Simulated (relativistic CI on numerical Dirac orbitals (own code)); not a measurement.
## Re3+ (5d4) in a crystal field

Calculated by Dirac-Coulomb-Breit CI, orbitals from a KLI potential per configuration, model QED, valence Slater integrals scaled by 0.85, one configuration in a parametric crystal field (own radial code).

Field parameters in Wybourne normalisation: Oh B⁴₀ = 21Dq, B⁴₄ = √(5/14) B⁴₀. The field is a parameter set, without covalency.

S is read from ⟨S²⟩ = S(S + 1).

Levels (cm⁻¹, degeneracy): 0 (1), 3089 (3), 5501 (2), 6002 (3), 8575 (1), 9395 (3), 10108 (2), 10282 (1), 10387 (3), 14391 (3), 15221 (2), 19370 (1).

Question: Which field gives this pattern?
A. Oh, 10Dq = 29450 cm⁻¹
B. Oh, 10Dq = 7000 cm⁻¹
C. Oh, 10Dq = 18250 cm⁻¹
D. Oh, 10Dq = 40650 cm⁻¹

Answer: C. Oh, 10Dq = 18250 cm⁻¹, ground level with S = 1.27.
